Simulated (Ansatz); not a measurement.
Gas-phase electronic energies from Ansatz, PBE0-D4/def2-TZVP geometries. CCSD(T)/CBS is the MP2 limit (def2-TZVPP, def2-QZVPP) plus CCSD(T) − MP2 in def2-TZVPP, frozen cores. This one scheme is used for every species. Functionals use def2-TZVPP. B3LYP here is the variant with VWN-RPA as its local correlation; programs differ in this. HSE06 is defined as in plane-wave codes. def2 core potentials past Kr. For Hf outer-core shells are correlated without core-valence functions, which leaves a few kJ/mol of doubt a bond. Each species was taken in one conformer, which may not be the lowest.

`[NH2][Hf]([F])([F])[Cl]` + H–F → `[NH2][Hf]([F])([F])[F]` + HCl  (ligand exchange at the Hf–Cl bond)

`[NH2][Hf]([F])([F])[Cl]`:

Z-matrix (Å, degrees):
```
Hf
F 1 1.900
F 1 1.900 2 113.6
N 1 2.008 2 107.2 3 -118.2
Cl 1 2.358 2 109.3 3 122.4
H 4 1.011 1 125.6 2 151.3
H 4 1.011 1 125.6 2 -29.3
```

H–F:

```xyz
2

F    -0.253    0.276   -0.267
H     0.253   -0.276    0.267
```

`[NH2][Hf]([F])([F])[F]`:

```xyz
7

N     1.112   -0.511    0.230
Hf   -0.685    0.331   -0.134
F    -1.835   -0.005    1.351
F    -0.384    2.187   -0.445
F    -1.485   -0.493   -1.660
H     2.005   -0.059    0.092
H     1.273   -1.450    0.567
```

HCl:

Cartesian coordinates in Å:
```
Cl 0.564 -0.300 -0.009
H -0.564 0.300 0.009
```

```json
{"level": "LDA (SPW92)", "ΔE (kcal/mol)": "-3.7", "difference from CCSD(T)/CBS": "-1.6"}
{"level": "PBE-D4", "ΔE (kcal/mol)": "-3.9", "difference from CCSD(T)/CBS": "-1.8"}
{"level": "revPBE-D4", "ΔE (kcal/mol)": "-4.1", "difference from CCSD(T)/CBS": "-2.0"}
{"level": "BLYP-D4", "ΔE (kcal/mol)": "-5.5", "difference from CCSD(T)/CBS": "-3.4"}
{"level": "r2SCAN-D4", "ΔE (kcal/mol)": "-3.8", "difference from CCSD(T)/CBS": "-1.7"}
{"level": "B97M-V", "ΔE (kcal/mol)": "-4.0", "difference from CCSD(T)/CBS": "-1.9"}
{"level": "PBE0-D4", "ΔE (kcal/mol)": "-2.4", "difference from CCSD(T)/CBS": "-0.3"}
{"level": "B3LYP-D4", "ΔE (kcal/mol)": "-4.2", "difference from CCSD(T)/CBS": "-2.1"}
{"level": "r2SCAN0-D4", "ΔE (kcal/mol)": "-2.5", "difference from CCSD(T)/CBS": "-0.4"}
{"level": "HSE06-D4", "ΔE (kcal/mol)": "-2.3", "difference from CCSD(T)/CBS": "-0.2"}
{"level": "BHLYP-D4", "ΔE (kcal/mol)": "-2.9", "difference from CCSD(T)/CBS": "-0.8"}
{"level": "CAM-B3LYP-D4", "ΔE (kcal/mol)": "-5.3", "difference from CCSD(T)/CBS": "-3.2"}
{"level": "ωB97X-V", "ΔE (kcal/mol)": "-4.6", "difference from CCSD(T)/CBS": "-2.5"}
{"level": "ωB97M-V", "ΔE (kcal/mol)": "-3.9", "difference from CCSD(T)/CBS": "-1.8"}
{"level": "B2PLYP", "ΔE (kcal/mol)": "-4.1", "difference from CCSD(T)/CBS": "-2.0"}
{"level": "PBE-QIDH", "ΔE (kcal/mol)": "-1.9", "difference from CCSD(T)/CBS": "0.2"}
{"level": "PBE", "ΔE (kcal/mol)": "-4.5", "difference from CCSD(T)/CBS": "-2.4"}
{"level": "revPBE", "ΔE (kcal/mol)": "-4.8", "difference from CCSD(T)/CBS": "-2.7"}
{"level": "r2SCAN", "ΔE (kcal/mol)": "-4.0", "difference from CCSD(T)/CBS": "-1.9"}
{"level": "PBE0", "ΔE (kcal/mol)": "-3.0", "difference from CCSD(T)/CBS": "-0.9"}
{"level": "B3LYP", "ΔE (kcal/mol)": "-5.1", "difference from CCSD(T)/CBS": "-3.0"}
{"level": "r2SCANh", "ΔE (kcal/mol)": "-3.4", "difference from CCSD(T)/CBS": "-1.3"}
{"level": "r2SCAN0", "ΔE (kcal/mol)": "-2.7", "difference from CCSD(T)/CBS": "-0.6"}
{"level": "HSE06", "ΔE (kcal/mol)": "-2.8", "difference from CCSD(T)/CBS": "-0.7"}
{"level": "BHLYP", "ΔE (kcal/mol)": "-4.0", "difference from CCSD(T)/CBS": "-1.9"}
{"level": "LC-ωPBE", "ΔE (kcal/mol)": "-5.6", "difference from CCSD(T)/CBS": "-3.5"}
{"level": "RPA@PBE/def2-TZVPP", "ΔE (kcal/mol)": "-3.7", "difference from CCSD(T)/CBS": "-1.6"}
{"level": "HF/def2-SVP", "ΔE (kcal/mol)": "-3.7", "difference from CCSD(T)/CBS": "-1.6"}
{"level": "MP2/def2-SVP", "ΔE (kcal/mol)": "-5.9", "difference from CCSD(T)/CBS": "-3.8"}
{"level": "CCSD(T)/def2-SVP", "ΔE (kcal/mol)": "-6.4", "difference from CCSD(T)/CBS": "-4.3"}
{"level": "HF/def2-TZVPP", "ΔE (kcal/mol)": "-3.0", "difference from CCSD(T)/CBS": "-0.9"}
{"level": "MP2/def2-TZVPP", "ΔE (kcal/mol)": "-1.7", "difference from CCSD(T)/CBS": "0.4"}
{"level": "SCS-MP2/def2-TZVPP", "ΔE (kcal/mol)": "-3.0", "difference from CCSD(T)/CBS": "-0.9"}
{"level": "CCSD/def2-TZVPP", "ΔE (kcal/mol)": "-3.2", "difference from CCSD(T)/CBS": "-1.1"}
{"level": "CCSD(T)/def2-TZVPP", "ΔE (kcal/mol)": "-2.8", "difference from CCSD(T)/CBS": "-0.7"}
{"level": "MP2/def2-QZVPP", "ΔE (kcal/mol)": "-1.3", "difference from CCSD(T)/CBS": "0.8"}
{"level": "SCS-MP2/def2-QZVPP", "ΔE (kcal/mol)": "-2.6", "difference from CCSD(T)/CBS": "-0.5"}
{"level": "HF/CBS(def2)", "ΔE (kcal/mol)": "-3.3", "difference from CCSD(T)/CBS": "-1.2"}
{"level": "MP2/CBS(def2)", "ΔE (kcal/mol)": "-0.9", "difference from CCSD(T)/CBS": "1.2"}
{"level": "CCSD/CBS(def2)", "ΔE (kcal/mol)": "-2.4", "difference from CCSD(T)/CBS": "-0.3"}
{"level": "CCSD(T)/CBS", "ΔE (kcal/mol)": "-2.1", "difference from CCSD(T)/CBS": "0"}
```

Largest T1 diagnostic among the species: 0.016.

From PBE to PBE0 (25 % exact exchange), in def2-TZVPP and without D4, ΔE moves by +1.5 kcal/mol. The D4 term adds +0.9 kcal/mol with B3LYP and +0.5 kcal/mol with PBE0; it sums over pairs of atoms, weighted by their polarisabilities, and B3LYP, whose exchange is more repulsive, gets the larger term.
